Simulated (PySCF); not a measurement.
Correlation energy of Cu(13+) (copper, charge +13)

[Ne] 3s2 3p4, high-spin 3P determinant. Computed with PySCF 2.14 in an uncontracted even-tempered set (19 s from 0.69 bohr⁻², ratio 2.5; 12 p from 0.9 bohr⁻², ratio 2.5; 5 d from 6.3 bohr⁻², ratio 2.7; 4 f from 9.5 bohr⁻², ratio 2.7), with the spin-free X2C one-electron Hamiltonian (Gaussian nucleus). Frozen: 1s2; 14 electrons correlated; the 22 highest virtual orbitals of each spin left out.

```
  level  correlation energy (mhartree)
   CCSD                        -537.71
    (T)                          -3.02
CCSD(T)                        -540.73
```

Diagnostics: T1 = 0.0021, D1 = 0.0094, largest double amplitude 0.033.

Is a single reference adequate?

Yes, within this model without spin-orbit coupling: T1 lies below 0.03 and no double amplitude reaches 0.07.
